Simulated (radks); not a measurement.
The copper anion Cu- inside a hard spherical wall (all orbitals vanish at R), configuration held at [Ar] 3d10 4s2 and not refilled when levels cross. Method: scalar-relativistic Kohn-Sham, LDA (Slater exchange, VWN5 correlation), spin-polarised, spherical densities, point nucleus; computed with a radial shooting solver on a logarithmic mesh with Libxc functionals. Eigenvalues in eV for spin up, with the zero of energy where the potential of the charges vanishes at infinity; a dash marks a level that is unbound or too diffuse for the functional's potential to be trusted. A positive occupied level is held by the wall or, in an anion where self-interaction has pushed it up, behind a barrier. The pressure on the wall is -dE/dV.

R (bohr)  E (hartree)  kinetic (hartree)    e(3s)    e(3p)   e(4s)   e(3d)  e(5s, empty)  e(4p, empty)  pressure (GPa)
20        -1652.34179           1676.199  -107.77  -65.631   0.830   1.105         2.225         2.310        0.000103
12        -1652.34032           1676.206  -107.57  -65.427   1.004   1.309         4.218         3.544          0.0129
10        -1652.33723           1676.220  -107.32  -65.180   1.219   1.555         5.723         4.178          0.0638
5         -1652.17043           1676.815  -103.01  -60.871   5.544   5.722        26.412        11.240            14.9
2.5       -1648.96104           1686.573  -77.873  -36.190  45.032  30.324        162.24        59.718            2060
2         -1644.00052           1701.452  -57.463  -15.879  93.001  52.588        294.94        112.95            9830
